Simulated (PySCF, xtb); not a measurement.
Ge(F)(OH)(NH2)2 (FGeH5N2O), SMILES [NH2][Ge]([NH2])([OH])[F]. Other conformers were not sampled.

Harmonic wavenumbers (cm⁻¹) from GFN2-xTB (xtb) at its own minimum, in rising order: 116, 139, 176, 185, 194, 213, 225, 278, 440, 544, 580, 600, 665, 688, 771, 790, 835, 1465, 1470, 3425, 3437, 3454, 3466, 3644.

### Question
What does PySCF with PBE-D3(BJ)/def2-SVP give at its own minimum? (The exact figures need the calculation; the answer reports its results.)

### Answer
104, 143, 191, 223, 230, 243, 262, 313, 523, 559, 655, 685, 718, 725, 864, 871, 920, 1486, 1494, 3445, 3454, 3544, 3556, 3724. Paired by order, the mean absolute difference is 48 cm⁻¹ and the zero-point energies are 39.7 and 41.4 kcal/mol.
